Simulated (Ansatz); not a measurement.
Mulliken charges of `F[CH](F)[SnH2][SH]` from ωB97M-V/def2-TZVPP in Ansatz (PBE0-D4/def2-TZVP geometry).

| atom | x (Å) | y (Å) | z (Å) | charge (e) |
| --- | --- | --- | --- | --- |
| F1 | -0.910 | 0.423 | 1.668 | -0.202 |
| C2 | 0.372 | 0.427 | 1.202 | 0.121 |
| F3 | 0.759 | 1.723 | 1.083 | -0.192 |
| Sn4 | 0.422 | -0.585 | -0.749 | 0.513 |
| S5 | -1.349 | 0.360 | -2.052 | -0.349 |
| H6 | 1.001 | -0.039 | 1.970 | 0.118 |
| H7 | 1.875 | -0.270 | -1.576 | -0.063 |
| H8 | 0.177 | -2.255 | -0.484 | -0.076 |
| H9 | -2.258 | 0.169 | -1.080 | 0.129 |

**Question.** By hand: the dipole of these point charges (1 e Å = 4.8032 D).

**Answer.** Σ q r = (0.466, -0.585, 0.162) e Å, of length 0.765 e Å = 3.67 D.

**Question.** How does the dipole of the full density compare? (Best estimate.)

**Answer.** Computed: (0.285, -0.404, 0.125) e Å, 2.45 D; the point charges give 1.50 times that, at 4° from its direction.

Point charges leave out the atoms' own dipoles, such as those of lone pairs, and Mulliken's split depends on the basis, so the two needn't agree.
